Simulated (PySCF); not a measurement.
**Computed beside measured shifts**

System: Benzyldiphenylphosphine sulfide (C19H17PS), SMILES S=P(Cc1ccccc1)(c1ccccc1)c1ccccc1.

Atom-mapped SMILES (hydrogens are numbered by the atom that bears them): [S:1]=[P:2]([CH2:3][c:4]1[cH:5][cH:6][cH:7][cH:8][cH:9]1)([c:10]1[cH:11][cH:12][cH:13][cH:14][cH:15]1)[c:16]1[cH:17][cH:18][cH:19][cH:20][cH:21]1

Level of theory: GIAO KT3/pcSseg-2, gas phase, PySCF SCF with an in-house response code, fitting set def2-universal-JFIT, grid level 2, non-relativistic, geometry: PBE0-D3(BJ)/def2-SVP.

One optimised conformer. Values are averaged over the atoms that symmetry or fast rotation interchanges, on this one geometry and without vibrational averaging. Shifts are the reference shielding less the shielding here, at the same level (13C, 1H against isolated TMS; 31P against isolated H3PO4; 33S against isolated CS2); nuclei without a reference have shieldings only.

Problem. What shifts does this level give for P2, and how do they compare with measurement?

Solution. 
| atom | nucleus | computed / ppm | measured / ppm | computed less measured | measured against | medium of the measurement |
| --- | --- | --- | --- | --- | --- | --- |
| P2 | 31P | 25.6 | 42.79 | -17.2 | 85 % H3PO4 | CDCl3 |

Computed 19F and 31P shifts carry an offset from the reference molecule (CFCl3 is hard for DFT, lone H3PO4 or PH3 isn't the 85 % acid), so differences between compounds are more accurate than the values.

Measured values: supporting information or article, doi 10.1039/d4gc04409f.
